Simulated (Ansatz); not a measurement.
Input file for Ansatz (a program for electronic structure): R-PBE/def2-TZVPPD on C4H12O (a complex), monomers drawn apart or pushed together. Files ending in .json are basis or fitting sets from the Basis Set Exchange.

Ansatz 0.2 input:
```yaml
crystal:
  periodic: [false, false, false]
  atoms:
    - {symbol: C, position_ang: [0.48432757, 0.24327887, -0.27983338]}
    - {symbol: O, position_ang: [-0.51380241, -0.51807701, 0.38321416]}
    - {symbol: H, position_ang: [0.75164376, 1.14700212, 0.27856529]}
    - {symbol: H, position_ang: [0.06813634, 0.54281199, -1.24073835]}
    - {symbol: H, position_ang: [1.39336548, -0.34016136, -0.46387932]}
    - {symbol: H, position_ang: [-0.17449668, -0.79623419, 1.23979806]}
    - {symbol: C, position_ang: [-0.30315634, -1.28294091, 3.59443804]}
    - {symbol: C, position_ang: [-0.02435459, 0.08227530, 4.21790902]}
    - {symbol: C, position_ang: [0.33610865, 1.14408885, 3.18210201]}
    - {symbol: H, position_ang: [-0.53505253, -2.03395487, 4.35147173]}
    - {symbol: H, position_ang: [-1.15465692, -1.23595157, 2.91042475]}
    - {symbol: H, position_ang: [0.56632904, -1.64449686, 3.03616516]}
    - {symbol: H, position_ang: [0.78794897, -0.00895075, 4.94469769]}
    - {symbol: H, position_ang: [-0.90333647, 0.40742397, 4.78161852]}
    - {symbol: H, position_ang: [0.51754448, 2.11378660, 3.64879600]}
    - {symbol: H, position_ang: [1.24311657, 0.86691724, 2.63745866]}
    - {symbol: H, position_ang: [-0.46555317, 1.26908005, 2.45059593]}
basis:
  gaussian:
    orbitals: def2-TZVPPD.json
hamiltonian:
  xc: {name: PBE}
scf: {lower_state_search: off}
```

It printed:

```
WARN ansatz: RAYON_NUM_THREADS=2 ignored (pool sized by the plan → 2); use --threads N
Functional definition: PBE
these checks for a lower state are left out or cut short: stability, starts, cluster_reference, orbital_swaps, neighbouring_geometries, increment
integrals: 0.39 GiB planned
1588 factors; their error is unknown
mean field: 3.10 GiB planned
mean field evaluation 1: about -6363.8367 eV, gradient 9.7e1 eV
mean field evaluation 2: about -6318.3106 eV, gradient 1.7e2 eV
mean field evaluation 4: about -6384.3915 eV, gradient 1.7e1 eV
mean field evaluation 8: about -6384.8884 eV, gradient 3.2e-1 eV
mean field evaluation 16: about -6384.8245 eV, gradient 6.8e-4 eV
mean field -6384.82448436 eV, -234.6379720107 hartree, gradient 1.6e-6 eV, S^2 0.000000; 0 other end points of the search recorded, 0 dependent functions left out
reference -6384.82454364 eV, -234.6379741893 hartree; 22, 22 occupied and 370, 370 virtual orbitals, 1588 factors
Total energy: -6384.82454364 eV, -234.6379741893 hartree
Checks for a lower state left out: stability, starts, cluster_reference, orbital_swaps, neighbouring_geometries, increment
```

The calculation finished and met its thresholds.

Cost: around 3 core-seconds (rough).
